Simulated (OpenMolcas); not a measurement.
An atom or ion with 20 electrons was computed by XMS-CASPT2, IPEA 0.25 Eh, imaginary shift 0.1 Eh with spin-orbit coupling (OpenMolcas, ANO-RCC-VTZP, DKH2). The lowest levels that the run gave, each within 12 % of the measured value where one is at hand:

```json
{"J": "2", "Parity": "even", "E (cm⁻¹)": "0.0", "g": "0.666"}
{"J": "3", "Parity": "even", "E (cm⁻¹)": "510", "g": "1.084"}
{"J": "4", "Parity": "even", "E (cm⁻¹)": "1161", "g": "1.251"}
{"J": "2", "Parity": "even", "E (cm⁻¹)": "13820", "g": "1.011"}
{"J": "0", "Parity": "even", "E (cm⁻¹)": "16360", "g": ""}
{"J": "1", "Parity": "even", "E (cm⁻¹)": "16540", "g": "1.501"}
{"J": "2", "Parity": "even", "E (cm⁻¹)": "16930", "g": "1.490"}
{"J": "4", "Parity": "even", "E (cm⁻¹)": "22830", "g": "1.000"}
{"J": "0", "Parity": "even", "E (cm⁻¹)": "53470", "g": ""}
```

**Question.** Which ion is it, and what are the configurations and terms?

**Answer.** Cr4+ (Z = 24, charge +4; active space 2 electrons in 10 orbitals (3d 4d)). J, parity and g give the terms where levels are pure, and mixed ones are named by the computed weights; the size of the splittings, set against known spectra of the 20-electron sequence, gives the charge. In order, with the measured energies in cm⁻¹ (Sugar and Corliss, J. Phys. Chem. Ref. Data 6, 317 (1977)): 3d² ³F₂, 3d² ³F₃ (508), 3d² ³F₄ (1142), 3d² ¹D₂ (13188), 3d² ³P₀ (15492), 3d² ³P₁ (15677), 3d² ³P₂ (16041), 3d² ¹G₄ (22019), 3d² ¹S₀ (51146).

CASPT2 breaks the degeneracy within a term, and the mean is taken; among the terms shown or strongly mixed into the levels shown the widest spread is 890 cm-1 (3d² ³F). Active for correlation alone: 4d; no level in the range computed is led by a configuration that fills it, so any true level of that kind is missing. Measured partners are found by configuration, term and J. A level has none where our copy of the source lacks it or the pairing is in doubt (some pairs that miss far off the trend of their configuration count as doubtful), and it then counts in no deviation. Only configurations of the active space appear.
